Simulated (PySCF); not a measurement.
## Spinor energies of Se¹⁷⁺ (selenium, charge +17)

Start: [Ne] 3s2 3p5; 3p1/2 filled at m_j = -1/2, +1/2; 3p3/2 filled at m_j = -1/2, +1/2, +3/2. Calculated with PySCF 2.14 in an even-tempered Gaussian basis (19 s from 1.7 bohr⁻², ratio 2.4; 14 p from 2.2 bohr⁻², ratio 2.4; 5 d from 11 bohr⁻², ratio 2.6; 4 f from 16 bohr⁻², ratio 2.6): generalised Hartree-Fock with the X2C-1e Hamiltonian and a Gaussian nucleus; one run each with spin-orbit coupling (SO) switched off, then screened by Boettger's factors.

```csv
spinor shell,electrons,"ε, spin-free (eV)","ε, screened SO (eV)",weight of nominal j (screened SO),"rms radius, screened SO (bohr)"
1s1/2,2,-13371.9,-13371.3,1.000,0.0508
2s1/2,2,-2324.9,-2324.7,1.000,0.210
2p1/2,2,-2116.9,-2146.6,1.000,0.184
2p3/2,4,-2116.9,-2102.3,1.000,0.188
3s1/2,2,-767.77,-767.67,1.000,0.538
3p1/2,2,-698.22,-703.97,0.957,0.532
3p3/2,3,-698.22,-695.34,0.971,0.538
```

| quantity | spin-free | screened SO |
| --- | --- | --- |
| E (hartree) | -2275.72469 | -2275.94879 |
| M_J | 3/2 | 3/2 |
| ⟨J²⟩ | 3.751 | 3.751 |
| ⟨L²⟩ | 2.001 | 2.003 |
| ⟨S²⟩ | 0.750 | 0.752 |

Each row is a mean over spinors that exchange with the open shell spreads, by up to 10.758 eV (3s1/2).

Without spin-orbit coupling the j labels of p, d and f shells carry no meaning; the spin-free column gives the mean over the occupied spinors of each nl shell.
